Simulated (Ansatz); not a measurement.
`[SiH2]N[SiH2]Cl` radical at its PBE0-D4/def2-TZVP geometry, where that method's forces vanish. Total charge 0; spin multiplicity 2.

```xyz
9

Si   -1.3276   -0.5165   -1.1295
N     0.2885   -0.3290   -0.5229
Si    0.7972    0.5638    0.8488
Cl    1.1242    2.5578    0.4377
H    -1.4794   -1.8873   -1.7021
H    -2.2415   -0.3163    0.0298
H     1.0247   -0.6060   -1.1592
H    -0.2740    0.5056    1.8639
H     2.0880    0.0279    1.3336
```

Problem. What forces (eV/Å) does PBE-D4/def2-TZVPP give on these atoms in the Gaussian-basis code of Ansatz? (Best estimate.)

Solution. Computed: 
```
Si1 -0.251  0.114 -0.232
N2  -0.030 -0.104  0.038
Si3  0.063  0.065  0.212
Cl4  0.047  0.276 -0.050
H5  -0.010 -0.161 -0.054
H6  -0.089  0.014  0.140
H7   0.250 -0.101 -0.216
H8  -0.127 -0.025  0.109
H9   0.147 -0.077  0.052
```
